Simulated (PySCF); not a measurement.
Dipole response of O⁻ (oxygen, charge -1)

[He] 2s2 2p5, 2P determinant. Computed with PySCF 2.14 in aug-cc-pVQZ with one added diffuse shell each of s, p, d, f, g type (7s6p5d4f3g, 105 functions), with no relativity, point nucleus. Coupled (time-dependent) response in atomic units; α is the mean over directions.

```tsv
method	mean α (bohr³)	α xx, yy, zz	C₆ (like pair)	S(−4)
UHF	20.74	13.73, 24.24, 24.24	92.87	580.9
```

S(−4) is the Cauchy moment in α(ω) = α(0) + S(−4) ω² + …

α(iu) at UHF:

```tsv
u (hartree)	α(iu) (bohr³)
0	20.74
0.0500	19.47
0.100	16.99
0.200	12.62
0.300	9.650
0.500	6.223
0.750	4.069
1.00	2.887
1.50	1.681
2.00	1.102
3.00	0.5797
5.00	0.2415
```

For an ion, C₆ is the dispersion term alone; charge-induced terms of lower order in 1/R come first.

The components differ because the open shell of this determinant is not spherical; for a pure term their mean is the scalar polarisability.
